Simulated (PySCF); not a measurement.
Gas-phase reaction: 3 Ga(CH3)2NH2 + Ga(CH3)3 → GaH3 + 3 GaNH2 + 3 C3H8

Energies from PySCF, thermal terms from the rigid-rotor harmonic-oscillator model, ideal gas at 1 bar. † marks an energy on the PBE0/def2-TZVP geometry and frequencies; other levels use their own. MP2 freezes the core. All species are closed-shell singlets. Ga: all electrons, no relativistic terms. Methyl groups turn as free rotors in Ga(CH3)2NH2, Ga(CH3)3. Ga(CH3)2NH2, GaH3, GaNH2: computed as isolated molecules; such fragments, hydroxides, amides, oligomers or adducts are transient or little studied in the gas. MP2 isn't extrapolated to the basis-set limit; its ΔH°(298 K) is 297.7 kJ in def2-SVP and 395.4 kJ in def2-TZVPP. The harmonic model lacks anharmonicity and excited electronic states, which grow with temperature; levels with a mode under 35 cm⁻¹ are left out. Internal rotation in C3H8 is treated as a harmonic vibration of one conformer, which makes the entropy rough.

```
level               ΔE electronic, kJ  ΔH°(298 K), kJ  ΔS°(298 K), J/K  ΔG°(800 K), kJ
------------------  -----------------  --------------  ---------------  --------------
MP2/def2-SVP†                     289             298              354              27
PBE0/def2-QZVP†                   280             288              354              17
PBE0/def2-SVP†                    253             261              354             -10
PBE0/def2-TZVP                    275             283              354              13
LDA/def2-TZVP†                    344             352              354              82
ωB97M-V/def2-TZVP†                272             280              354               9
```
ΔH° is lowest at PBE0/def2-SVP† and highest at LDA/def2-TZVP†. No reference value is set beside these.
